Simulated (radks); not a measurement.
Values are calculated unless marked as measured or tabulated.
All-electron atom: Pb2+ in [Xe] 4f14 5d9.75 6s2 5f0.25 (fractional occupations, a model configuration). Code: a radial shooting solver on a logarithmic mesh with Libxc functionals. Model: Dirac Kohn-Sham, PBE, spin-unpolarised, spherical densities, point nucleus; open shells are shared between the two j in proportion to 2j + 1.

Unscreened Slater integrals over Kohn-Sham orbitals (hartree). Large and small components are both included. Empty in this configuration: 6p1/2.

| integral | value |
|---|---|
| F0(5f7/2,5f7/2) | 0.15271 |
| F2(5f7/2,5f7/2) | 0.077887 |
| F4(5f7/2,5f7/2) | 0.050284 |
| F6(5f7/2,5f7/2) | 0.036643 |
| F0(5f7/2,5f5/2) | 0.15289 |
| F2(5f7/2,5f5/2) | 0.077912 |
| F4(5f7/2,5f5/2) | 0.050286 |
| G2(5f7/2,5f5/2) | 0.077909 |
| G4(5f7/2,5f5/2) | 0.050284 |
| G6(5f7/2,5f5/2) | 0.036640 |
| F0(5f7/2,6s1/2) | 0.19759 |
| G3(5f7/2,6s1/2) | 0.024284 |
| F0(5f7/2,5d5/2) | 0.20173 |
| F2(5f7/2,5d5/2) | 0.027958 |
| F4(5f7/2,5d5/2) | 0.010313 |
| G1(5f7/2,5d5/2) | 0.013681 |
| G3(5f7/2,5d5/2) | 0.0079099 |
| G5(5f7/2,5d5/2) | 0.0054456 |
| F0(5f7/2,6p1/2) | 0.19441 |
| G4(5f7/2,6p1/2) | 0.027934 |
| F0(5f5/2,5f5/2) | 0.15308 |
| F2(5f5/2,5f5/2) | 0.077938 |
| F4(5f5/2,5f5/2) | 0.050289 |
| F0(5f5/2,6s1/2) | 0.19820 |
| G3(5f5/2,6s1/2) | 0.024628 |
| F0(5f5/2,5d5/2) | 0.20247 |
| F2(5f5/2,5d5/2) | 0.028337 |
| F4(5f5/2,5d5/2) | 0.010535 |
| G1(5f5/2,5d5/2) | 0.014120 |
| G3(5f5/2,5d5/2) | 0.0081570 |
| G5(5f5/2,5d5/2) | 0.0056135 |
| F0(5f5/2,6p1/2) | 0.19496 |
| G2(5f5/2,6p1/2) | 0.042987 |
| F0(6s1/2,6s1/2) | 0.41892 |
| F0(6s1/2,5d5/2) | 0.49252 |
| G2(6s1/2,5d5/2) | 0.11055 |
| F0(6s1/2,6p1/2) | 0.38185 |
| G1(6s1/2,6p1/2) | 0.25489 |
| F0(5d5/2,5d5/2) | 0.69384 |
| F2(5d5/2,5d5/2) | 0.36234 |
| F4(5d5/2,5d5/2) | 0.24167 |
| F0(5d5/2,6p1/2) | 0.43017 |
| G3(5d5/2,6p1/2) | 0.059697 |
| F0(6p1/2,6p1/2) | 0.35456 |
